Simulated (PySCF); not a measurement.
A GIAO shielding run with PySCF 2.14.0 with density-fitted response routines (density fitting, non-relativistic, gas phase) on `InChI=1S/C6H11OPSSi/c1-5-2-8(9,4-7)3-6(5)10/h2-3,7H,4H2,1,10H3/t8-/m1/s1`:

```
$ OMP_NUM_THREADS=1 python probes_run.py task.json out

{"job": {"kind": "nmr", "xc": "PBE0", "basis": "pcSseg-1"}, "charge": 0, "multiplicity": 1}
C     -2.296770    -1.189677    -0.614396
C     -0.908595    -0.686426    -0.428305
C      0.174881    -1.465969    -0.269574
P      1.653895    -0.441887    -0.147392
S      3.083863    -0.647231    -1.451781
C      2.321409    -0.595556     1.598223
O      3.414410     0.249253     1.738911
C      0.658066     1.063061    -0.224825
C     -0.639308     0.759183    -0.402187
Si    -1.987177     2.070080    -0.575252
H     -2.938834    -0.818231     0.183308
H     -2.700748    -0.829947    -1.559712
H     -2.319622    -2.276669    -0.612797
H      0.187462    -2.542535    -0.284705
H      2.587359    -1.653476     1.760018
H      1.562696    -0.295291     2.324714
H      4.012675     0.102477     0.986617
H      1.078417     2.053505    -0.195083
H     -2.701651     1.863537    -1.835939
H     -1.344378     3.380785    -0.546026
H     -2.906972     1.917959     0.555711
```

Hardware: 1 thread of an Arm Neoverse V1, shared host. The job also computes population analyses, field gradients, ring-centre shieldings.

**Question.** How large is the calculation?

**Answer.** 100 electrons, 246 basis functions and 1344 auxiliary functions.

**Question.** How long does it take, and how much memory does it need?

**Answer.** 85 s of wall time, with 14 SCF cycles and 5 response iterations; peak memory 1.1 GiB. Times on a shared host scatter by some tens of per cent.
